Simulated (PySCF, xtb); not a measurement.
Cd(Me)(SMe) (C2H6CdS), SMILES [Cd]([S]C)[CH3].

GFN2-xTB (xtb) at its own geometry gives an orbital gap of 2.73 eV and a dipole moment of 3.69 D.

The structure is a stationary point at r2SCAN-D4/def2-SVP. A frequency run showed that this geometry is not a minimum. The def2 effective core potentials stand for the cores of Cd; spin–orbit coupling is left out. Other conformers were not sampled.

Problem. What does M06-2X/def2-TZVP (PySCF) give? (An estimate is asked for; the answer gives what the named calculation found.)

Solution. gap 7.22 eV (levels -7.46 and -0.23 eV), dipole 2.03 D.
